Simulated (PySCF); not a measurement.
# Electronic structure of Ca⁺ (calcium, charge +1) at the UHF level

Configuration: [Ar] 4s1, 2S determinant. All numbers are calculated (PySCF 2.14, scalar relativity by spin-free X2C-1e, in x2c-TZVPall).

| Property | Result |
| --- | --- |
| Total energy | -679.431358 hartree |
| One-electron energy | -925.5258 hartree |
| Hartree (Coulomb) energy | 281.4393 hartree |
| Exchange energy | -35.3449 hartree |
| ⟨S²⟩ | 0.7502 |
| ⟨L²⟩ | 0.000 |
| Sum of ⟨r⟩ | 16.48 bohr |
| Sum of ⟨r²⟩ | 31.11 bohr² |
| Langevin diamagnetic susceptibility | -24.6 ×10⁻⁶ cm³/mol |
| Time after the integrals | 0.07 s of wall time on 1 thread of Neoverse-V1 (shared host) |

```json
{"shell": "1s α", "electrons": "1", "mean orbital energy (hartree)": "-150.35853", "rms radius, mean of both spins (bohr)": "0.0888"}
{"shell": "1s β", "electrons": "1", "mean orbital energy (hartree)": "-150.35601", "rms radius, mean of both spins (bohr)": "0.0888"}
{"shell": "2s α", "electrons": "1", "mean orbital energy (hartree)": "-17.21023", "rms radius, mean of both spins (bohr)": "0.393"}
{"shell": "2s β", "electrons": "1", "mean orbital energy (hartree)": "-17.20578", "rms radius, mean of both spins (bohr)": "0.393"}
{"shell": "2p α", "electrons": "3", "mean orbital energy (hartree)": "-13.88299", "rms radius, mean of both spins (bohr)": "0.362"}
{"shell": "2p β", "electrons": "3", "mean orbital energy (hartree)": "-13.88162", "rms radius, mean of both spins (bohr)": "0.362"}
{"shell": "3s α", "electrons": "1", "mean orbital energy (hartree)": "-2.50872", "rms radius, mean of both spins (bohr)": "1.24"}
{"shell": "3s β", "electrons": "1", "mean orbital energy (hartree)": "-2.49713", "rms radius, mean of both spins (bohr)": "1.24"}
{"shell": "3p α", "electrons": "3", "mean orbital energy (hartree)": "-1.58368", "rms radius, mean of both spins (bohr)": "1.38"}
{"shell": "3p β", "electrons": "3", "mean orbital energy (hartree)": "-1.57915", "rms radius, mean of both spins (bohr)": "1.38"}
{"shell": "4s α", "electrons": "1", "mean orbital energy (hartree)": "-0.41821", "rms radius, mean of both spins (bohr)": "3.95"}
```

Densities and radii are taken from the X2C orbitals without a picture-change correction, which distorts them close to the nucleus.
